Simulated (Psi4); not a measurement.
H$_{3}$AlFN (SMILES [NH2][AlH][F]), singlet, geometry from GFN2-xTB (such geometries of metal compounds can be far from the true shape). Base run: CCSD(T)/aug-cc-pVDZ in Psi4.

Psi4 was given this input:
```
memory 2 GB

molecule {
0 1
  Al   -0.25334326   -0.14142121   -0.33021277
  H    -1.11044474   -0.70206038   -1.43833247
  F    -0.12667202    1.50272711   -0.33824482
  N     0.55568317   -1.14647491    0.88457760
  H     1.13726905   -0.80422151    1.64069174
  H     0.51690401   -2.15446208    0.94256689
}

set basis aug-cc-pvdz
set freeze_core true

energy('ccsd(t)')
print_variables()
```

The base run was repeated with changes; each row names its change, and settings that it needs were set with it.

```tsv
change	ΔE vs base (kcal/mol)	MP2 correlation (Eh)	basis functions	core-seconds (rough)
base	0.000	-0.45987	100	80
method = ccsd	___	-0.45987	100	50
method = qcisd(t)	-0.378	-0.45987	100	50
method = mp4	___	-0.45987	100	40
method = fno-ccsd(t)	0.003	-0.45987	100	50
method = dlpno-mp2	20.29	-0.45978	100	5
method = mp3	12.34	-0.45982	100	7
method = mp2	20.27	-0.45982	100	5
```

Complete the blanks.


- method = ccsd, ΔE vs base (kcal/mol): 7.60
- method = mp4, ΔE vs base (kcal/mol): -1.10
